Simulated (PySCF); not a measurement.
**Bond length, frequency and bond energy of BeCl⁻ by level of theory**

State: ¹Σ⁺ (singlet), closed shell. Set-up: Be aug-cc-pVDZ-DK, Cl aug-cc-pVDZ-DK; spin-free X2C with a Gaussian nucleus (PySCF 2.14). De refers to Be + Cl⁻ in their ground configurations, without counterpoise correction. A positive dipole points towards Cl; it is taken about the centre of mass and depends on that origin.

```
      Level  Re (Å)  ωe (cm⁻¹)  De (eV)  μ (D)
        RHF   1.960        547      n/a   7.52
    RHF-MP2   1.951        560     1.51    n/a
RHF-SCS-MP2   1.957        553     1.44    n/a
   RHF-CCSD   1.970        537      n/a    n/a
RHF-CCSD(T)   1.969        539      n/a    n/a
        PBE   1.951        550     1.71   7.07
     r²SCAN   1.950        555     1.71   7.45
      TPSSh   1.960        545     1.64   7.24
       PBE0   1.945        559     1.67   7.18
    r²SCAN0   1.945        560     1.67   7.34
  BHandHLYP   1.938        568     1.50   7.16
```

The bond length runs from 1.938 Å (BHandHLYP) to 1.970 Å (RHF-CCSD). De spans 1.44 eV (RHF-SCS-MP2, perturbation theory) to 1.71 eV (r²SCAN, meta-GGA).

Correlated steps freeze 5 core orbitals. Correlated levels converge slowly with the basis: in double zeta they bind strong bonds too weakly, by up to about 1 eV, and carry superposition errors of some tenths. For an ion De counts to the pair picked by the measured ionisation energies or electron affinities, which need not be the lowest pair at this level. The highest Kohn–Sham level is positive in this anion. Much of that is self-interaction error, but it also means that the finite basis helps to hold the extra electron.
